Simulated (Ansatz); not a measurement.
A run on BGeH$_{5}$OSi (`[GeH3][SiH]1BO1`) with other settings.

```yaml
crystal:
  periodic: [false, false, false]
  atoms:
    - {symbol: Ge, position_ang: [-0.469268, 1.585479, -0.024673]}
    - {symbol: Si, position_ang: [0.677253, -0.464578, -0.360061]}
    - {symbol: B, position_ang: [0.437103, -2.047912, 0.674291]}
    - {symbol: O, position_ang: [-0.418736, -1.850455, -0.332646]}
    - {symbol: H, position_ang: [-1.348162, 1.939875, -1.235945]}
    - {symbol: H, position_ang: [-1.352404, 1.481938, 1.227626]}
    - {symbol: H, position_ang: [0.556361, 2.713104, 0.179755]}
    - {symbol: H, position_ang: [1.471526, -0.478419, -1.617032]}
    - {symbol: H, position_ang: [0.534829, -2.925332, 1.471585]}
basis:
  gaussian: {orbitals: cc-pVDZ, final_grid: {core_spheres: 20, valence_spheres: 16, degree: 47}}
total_charge: 1
magnetization: {spin_polarized: true, initial_magnetization: 1}
hamiltonian: {xc: {name: B2PLYP}}
```

```sh
$ ansatz run in.yaml --threads 4 --pin off --events-out ev --progress --plain --max-ram 10444MiB
```

Shortened log:

```
Functional definition: B2PLYP
984 factors; integrals over basis functions are off by at most 9.2e-4 eV
mean field evaluation 1: about -67160.8842 eV, gradient 4.5e1 eV
mean field evaluation 2: about -67160.9397 eV, gradient 4.5e1 eV
mean field evaluation 4: about -67169.0532 eV, gradient 5.1e0 eV
mean field evaluation 8: about -67169.2716 eV, gradient 7.0e-1 eV
mean field evaluation 16: about -67169.2967 eV, gradient 7.2e-3 eV
mean field -67169.29672344 eV, -2468.4261256019 hartree, gradient 3.0e-6 eV, S^2 0.758075; 1 other end points of the search recorded, 0 dependent functions left out
16 core orbitals not correlated: weight in the atoms' cores, before any rotation towards them, 1.000 or more for the frozen orbitals, at most 0.000 for the correlated occupied ones
reference -67169.29689612 eV, -2468.4261319476 hartree; 16, 15 occupied and 66, 67 virtual orbitals, 984 factors
second order -15.75460868 eV of doubles, -0.00000000 eV of singles
Total energy: -67173.55064046 eV, -2468.5824541689 hartree
```

Run time 2 s (4 threads of an AMD EPYC 9R45 on a shared host); peak host memory 0.42 GiB.
